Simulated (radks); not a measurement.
The numbers below are computed, except where a source is named.
How relativity changes the ionisation of the iron ion Fe3+ ([Ar] 3d5) to Fe4+ ([Ar] 3d4). Spin-unpolarised spherical Kohn-Sham, PBEsol, point nucleus unless stated (finite: rms radius 3.7377 fm), a radial shooting solver on a logarithmic mesh with Libxc functionals. A level marked "c x" has the speed of light scaled by that factor and shares open shells by 2j + 1; other Dirac levels either fill j = l - 1/2 first or share by 2j + 1.

[
 {"level": "non-rel.", "E(Fe3+) (hartree)": "-1259.96411", "E(Fe4+) (hartree)": "-1258.00354", "IE (eV)": "53.350", "HOMO": "3d", "<r> HOMO (bohr)": "0.9837"},
 {"level": "scalar-rel.", "E(Fe3+) (hartree)": "-1269.09256", "E(Fe4+) (hartree)": "-1267.14301", "IE (eV)": "53.050", "HOMO": "3d", "<r> HOMO (bohr)": "0.9878"},
 {"level": "scalar-rel., finite nucleus", "E(Fe3+) (hartree)": "-1269.08843", "E(Fe4+) (hartree)": "-1267.13888", "IE (eV)": "53.050", "HOMO": "3d", "<r> HOMO (bohr)": "0.9878"},
 {"level": "Dirac, 2j+1 shares", "E(Fe3+) (hartree)": "-1269.11828", "E(Fe4+) (hartree)": "-1267.16877", "IE (eV)": "53.049", "HOMO": "3d5/2", "<r> HOMO (bohr)": "0.9893"},
 {"level": "Dirac, low j first", "E(Fe3+) (hartree)": "-1269.13139", "E(Fe4+) (hartree)": "-1267.18638", "IE (eV)": "52.926", "HOMO": "3d5/2", "<r> HOMO (bohr)": "0.9898"},
 {"level": "Dirac, 2j+1 shares, finite nucleus", "E(Fe3+) (hartree)": "-1269.11415", "E(Fe4+) (hartree)": "-1267.16464", "IE (eV)": "53.049", "HOMO": "3d5/2", "<r> HOMO (bohr)": "0.9893"},
 {"level": "Dirac, c x 0.75", "E(Fe3+) (hartree)": "-1276.46866", "E(Fe4+) (hartree)": "-1274.52769", "IE (eV)": "52.816", "HOMO": "3d5/2", "<r> HOMO (bohr)": "0.9936"},
 {"level": "Dirac, c x 0.85", "E(Fe3+) (hartree)": "-1272.72203", "E(Fe4+) (hartree)": "-1270.77675", "IE (eV)": "52.934", "HOMO": "3d5/2", "<r> HOMO (bohr)": "0.9914"},
 {"level": "Dirac, c x 5", "E(Fe3+) (hartree)": "-1260.32413", "E(Fe4+) (hartree)": "-1258.36400", "IE (eV)": "53.338", "HOMO": "3d5/2", "<r> HOMO (bohr)": "0.9840"}
]

NIST Atomic Spectra Database: 54.91 eV (measured). The relativistic part of the total energy of Fe3+ is -9.15 hartree (Dirac, 2j+1 shares, finite nucleus), 0.73 % of the non-relativistic value. Spin polarisation and multiplet splitting of open shells are left out at every level.

Beside tabulated values, note that spin-unpolarised runs miss the spin-polarisation part of the exchange energy of open shells.
